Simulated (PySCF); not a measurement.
A single-point calculation

[WO3Br]− (singlet). PySCF 2.14.0, RKS B3LYP, W def2-SVP with ECP60, O def2-SVP, Br def2-SVP; non-relativistic Hamiltonian with scalar-relativistic core potentials where named; density fitting; no spin-orbit coupling. Purpose: singlet excitations, Tamm-Dancoff B3LYP.

```python
mol = gto.M(atom='''
W      0.00000     0.34680     0.15321
O      1.42930     0.46542     1.17258
O      0.00000     1.69614    -0.97635
O     -1.42930     0.46542     1.17258
Br     0.00000    -1.85846    -1.09038''',
    basis={'W': 'def2-SVP', 'O': 'def2-SVP', 'Br': 'def2-SVP'},
    ecp={'W': 'def2-SVP'},
    charge=-1, spin=0)
mf = dft.RKS(mol, xc='B3LYP')
mf.grids.atom_grid = (50, 194)
mf = mf.density_fit()  # fitting sets: W def2-universal-JKFIT, O def2-universal-JKFIT, Br def2-universal-JKFIT
mf.conv_tol = 1e-08; mf.max_cycle = 55
mf.kernel(dm0)  # dm0: converged density of the relaxed state
td = mf.TDA(); td.nstates = 8; td.kernel()
```

Run from Python with OMP_NUM_THREADS=2; the lines above give its settings. Where DIIS fails, smearing, a level shift and second-order steps follow.
It took 16 s on 2 threads of AMD EPYC 9B14 (Zen 4), on a shared host, from an already converged density.

(1) Where do the frontier levels lie, over both spins?

(2) What are the Mulliken charges and spins?

(3) Which singlet excitations follow (Tamm-Dancoff, 8 states)?

The geometry was relaxed with PBE (W def2-SVP with ECP60, O def2-SVP, Br def2-SVP).

## Answers

(1) HOMO -3.05 eV, LUMO 3.50 eV. 

(2) 
```json
{"atom": "W1", "charge (e)": "0.868", "spin (e)": "0.000"}
{"atom": "O2", "charge (e)": "-0.471", "spin (e)": "0.000"}
{"atom": "O3", "charge (e)": "-0.472", "spin (e)": "0.000"}
{"atom": "O4", "charge (e)": "-0.471", "spin (e)": "0.000"}
{"atom": "Br5", "charge (e)": "-0.454", "spin (e)": "0.000"}
```

(3) 
```csv
state,eV,oscillator strength
1,5.03,0.0003
2,5.03,0.0003
3,5.22,0.0000
4,5.38,0.0000
5,5.39,0.0115
6,5.44,0.0009
7,5.46,0.0008
8,5.68,0.0136
```
For an anion in a basis without diffuse functions, states above the detachment energy aren't bound: they are resonances at best, or continuum confined by the basis.
Functionals without range separation put charge-transfer states too low; the basis has no diffuse functions.
